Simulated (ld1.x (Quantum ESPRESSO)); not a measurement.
## Cutoff test, rhodium (Rh), PAW

* Element: Rh
* Generator: ld1.x (Quantum ESPRESSO) 7.5
* Type: PAW
* Functional: LDA (PZ)
* Relativity: scalar-relativistic
* Frozen core: [Kr]
* Valence charge: 9
* Reference configuration: 4d8 5s0 5p0 (charge +1)
* Partial waves: 5s (bound, empty): rcut 1.70, rcutus 2.30 bohr; 5s channel at -0.5 Ry: rcut 1.70, rcutus 2.30 bohr; 5p (bound, empty): rcut 2.35, rcutus 2.55 bohr; 5p channel at 1.25 Ry: rcut 2.35, rcutus 2.55 bohr; 4d (bound): rcut 1.80, rcutus 2.10 bohr; 4d channel at -0.65 Ry: rcut 1.80, rcutus 2.10 bohr
* Local potential: all-electron potential smoothed inside 2.10 bohr (lloc = -1)
* Core correction: a·sin(br)/r model core inside 1.60 bohr
* Augmentation charge: BESSEL, radius 1.55 bohr

The pseudo-atom Hamiltonian at the reference potential is diagonalised in spherical Bessel functions j_l(qr) that vanish at 20 bohr, with q² up to the cutoff. All-electron valence levels (Ry): 5s -0.8171, 5p -0.4658, 4d -1.0179.

Question: How do the lowest levels (Ry) of each channel move with the cutoff, and are there ghosts?

Answer:

```tsv
cutoff (Ry)	s #1	s #2	p #1	d #1	d #2	f #1	f #2	Σ f·Δε (mRy)
8	-0.8169	-0.2079	-0.4656	-0.5640	-0.1200	-0.0479	0.0523	3631.5
12	-0.8170	-0.5729	-0.4658	-0.8657	-0.1363	-0.0479	0.0522	1218.2
15	-0.8170	-0.7367	-0.4658	-0.9532	-0.1403	-0.0479	0.0522	517.7
21	-0.8589	-0.8170	-0.4658	-1.0156	-0.1435	-0.0479	0.0522	19.0
25	-0.8663	-0.8171	-0.4658	-1.0173	-0.1437	-0.0479	0.0522	4.8
35	-0.8701	-0.8171	-0.4658	-1.0177	-0.1437	-0.0479	0.0522	1.9
40	-0.8703	-0.8171	-0.4658	-1.0179	-0.1437	-0.0479	0.0522	0.6
50	-0.8704	-0.8171	-0.4658	-1.0179	-0.1437	-0.0479	0.0522	0.3
400	-0.8704	-0.8171	-0.4658	-1.0179	-0.1437	-0.0479	0.0522	0.0
```

Result: ghost state, extra bound levels that the all-electron valence spectrum of the same l lacks: s at -11.8 eV (a true bound ghost makes a file unfit for plane-wave use); 10 mRy is reached at 25 Ry and 1 mRy at 40 Ry.

Its largest configuration-test error is -383 meV.
